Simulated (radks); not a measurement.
The numbers below are computed, except where a source is named.
Question: Ionisation ladder of lutetium, from Lu44+ to Lu65+. Each ion is in the ground configuration listed by NIST, and IE = E(next ion) - E(this ion). Level of theory: scalar-relativistic Kohn-Sham, r2SCAN, spin-polarised, spherical densities, finite nucleus; open shells are filled with parallel spins first (spin-orbit coupling, left out, can overturn this in heavy ions); meta-GGA in the generalised Kohn-Sham scheme; Fermi nuclear charge, rms radius 5.37 fm (a radial shooting solver on a logarithmic mesh with Libxc functionals).

| species | configuration | IE, Delta-SCF (eV) | <r> HOMO (bohr) |
|---|---|---|---|
| Lu44+ | [Ar] 3d9 | ? | 0.185 |
| Lu45+ | [Ar] 3d8 | 3854.2 | 0.184 |
| Lu46+ | [Ar] 3d7 | ? | 0.182 |
| Lu47+ | [Ar] 3d6 | 4092.8 | 0.181 |
| Lu48+ | [Ar] 3d5 | 4260.6 | 0.179 |
| Lu49+ | [Ar] 3d4 | 4386.1 | 0.177 |
| Lu50+ | [Ar] 3d3 | 4512.4 | 0.176 |
| Lu51+ | [Ar] 3d2 | 4639.2 | 0.175 |
| Lu52+ | [Ar] 3d1 | ? | 0.174 |
| Lu53+ | [Ar] | 5262.8 | 0.195 |
| Lu54+ | [Ne] 3s2 3p5 | ? | 0.194 |
| Lu55+ | [Ne] 3s2 3p4 | 5481.8 | 0.193 |
| Lu56+ | [Ne] 3s2 3p3 | 5638.1 | 0.192 |
| Lu57+ | [Ne] 3s2 3p2 | 5751.5 | 0.191 |
| Lu58+ | [Ne] 3s2 3p1 | 5862.5 | 0.190 |
| Lu59+ | [Ne] 3s2 | 6336.8 | 0.194 |
| Lu60+ | [Ne] 3s1 | 6462.8 | 0.193 |
| Lu61+ | [Ne] | 14598.7 | 0.0714 |
| Lu62+ | [He] 2s2 2p5 | 14902.5 | 0.0710 |
| Lu63+ | [He] 2s2 2p4 | 15197.4 | 0.0707 |
| Lu64+ | [He] 2s2 2p3 | 15638.0 | 0.0700 |
| Lu65+ | [He] 2s2 2p2 | 15951.2 | 0.0696 |

Estimate the withheld Delta-SCF values.

Answer: Lu44+: 3735.8 eV (NIST 3706); Lu46+: 3973.3 eV (NIST 3960); Lu52+: 4766.5 eV (NIST 4803); Lu54+: 5373.6 eV (NIST 5282).
